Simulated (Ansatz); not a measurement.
Ideal-gas functions of F2H2MoN2 (`[NH]=[Mo](=[NH])([F])[F]`) at 800 K and 1 bar, from an Ansatz frequency run at PBE0-D4/def2-TZVP.

Molar mass 163.97 g/mol, point group C2v (symmetry number 2), electronic degeneracy 1, moments of inertia 134.076, 154.22, 166.011 u Å². Harmonic wavenumbers (cm⁻¹, unscaled): 183, 249, 253, 265, 313, 386, 559, 592, 672, 721, 751, 1021, 1058, 3612, 3616.

Use S(trans) = R[1.5 ln M + 2.5 ln T − 1.1517]; rotational temperatures θ = 24.2544 K / I; S(rot) = R[ln(√π/σ · √(T³/θAθBθC)) + 1.5]; for each mode x = 1.438777 ν̃/T, S = R[x/(eˣ − 1) − ln(1 − e⁻ˣ)] and H = RT x/(eˣ − 1); 1 cm⁻¹ = 0.0119627 kJ/mol; R = 8.31446 J/(mol·K).

Task: By hand: the entropy, in J/(mol·K).

Result: Translation 193.0. Rotation: θ = 0.1809, 0.1573, 0.1461 K, giving 117.6. Vibration, mode by mode: 17.59, 15.06, 14.93, 14.55, 13.20, 11.51, 8.61, 8.18, 7.23, 6.71, 6.42, 4.34, 4.12, 0.09, 0.09, in all 132.6. Electronic 0.0. Sum 443.2 J/(mol·K).

Task: By hand: H − E and G − E in kJ/mol, counted from the electronic energy.

Result: Zero-point energy ½ × 14251 × 0.0119627 = 85.2; thermal vibration 53.0; translation, rotation and pV give 4 RT = 26.6. H − E = 164.8 kJ/mol, and G − E = 164.8 − 800 × 443.2/1000 = -189.8 kJ/mol.

Vibration gives 30 % of the entropy. The sum counts one conformer and one mirror image; others add a mixing term.
